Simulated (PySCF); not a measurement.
# Correlation energy of Br (bromine, neutral)

Starting occupation: [Ar] 3d10 4s2 4p5, 4p1/2 with m_j = -1/2, +1/2, 4p3/2 with m_j = -1/2, +1/2, +3/2. Computed with PySCF 2.14 in x2c-TZVPPall-2c with one added diffuse shell each of s, p, d type (7s8p5d1f, 63 functions), with X2C-1e with screened-nucleus spin-orbit coupling, Gaussian nucleus. Frozen: [Ar]; 17 electrons correlated; the 6 highest virtual spinors left out.

MP2 pair energies summed by pair of shells (mhartree):

```csv
pair,energy,share (%)
3d-3d,-89.18,33.6
4p-4p,-83.56,31.5
4p-4s,-47.37,17.8
3d-4p,-25.14,9.5
3d-4s,-11.98,4.5
4s-4s,-8.24,3.1
```

Total MP2 correlation energy: -265.47 mhartree.

| level | correlation energy (mhartree) |
| --- | --- |
| CCSD | -275.11 |
| (T) | -7.17 |
| CCSD(T) | -282.28 |

Diagnostics: T1 = 0.0046, largest double amplitude 0.045.

Cost of the coupled-cluster step: 280 s of wall time on 4 threads of Neoverse-V2 (shared host), for 17 occupied and 85 virtual spinors.

Iterations:

```
Init t2, MP2 energy = -0.26546943796843
CCSD nocc = 17, nmo = 102
Init t2, MP2 energy = -0.26546943796843
Init E_corr(GCCSD) = -0.26546943796843
cycle = 1  E_corr(GCCSD) = -0.268873075015845  dE = -0.00340363705  norm(t1,t2) = 0.0409916
cycle = 2  E_corr(GCCSD) = -0.274322392126973  dE = -0.00544931711  norm(t1,t2) = 0.0108289
cycle = 3  E_corr(GCCSD) = -0.274828487086554  dE = -0.00050609496  norm(t1,t2) = 0.00396279
cycle = 4  E_corr(GCCSD) = -0.275159950383835  dE = -0.000331463297  norm(t1,t2) = 0.00115621
cycle = 5  E_corr(GCCSD) = -0.275107716484311  dE = 5.22338995e-05  norm(t1,t2) = 0.000399362
cycle = 6  E_corr(GCCSD) = -0.275106215318175  dE = 1.50116614e-06  norm(t1,t2) = 9.265e-05
cycle = 7  E_corr(GCCSD) = -0.275109515216891  dE = -3.29989872e-06  norm(t1,t2) = 2.00992e-05
cycle = 8  E_corr(GCCSD) = -0.275109167762102  dE = 3.47454789e-07  norm(t1,t2) = 4.89503e-06
cycle = 9  E_corr(GCCSD) = -0.275109169666658  dE = -1.90455629e-09  norm(t1,t2) = 1.48235e-06
cycle = 10  E_corr(GCCSD) = -0.275109156884185  dE = 1.27824726e-08  norm(t1,t2) = 3.29899e-07
cycle = 11  E_corr(GCCSD) = -0.275109156667516  dE = 2.16669349e-10  norm(t1,t2) = 9.02627e-08
GCCSD converged
E(GCCSD) = -2604.758826361542  E_corr = -0.275109156667516
```

The GHF reference relaxed away from the jj start to a determinant that is no pure jj level (⟨S²⟩ = 0.76, ⟨J²⟩ = 3.76); the energies belong to that determinant.

This basis was not built for core-valence correlation, so the inner-shell part is incomplete.
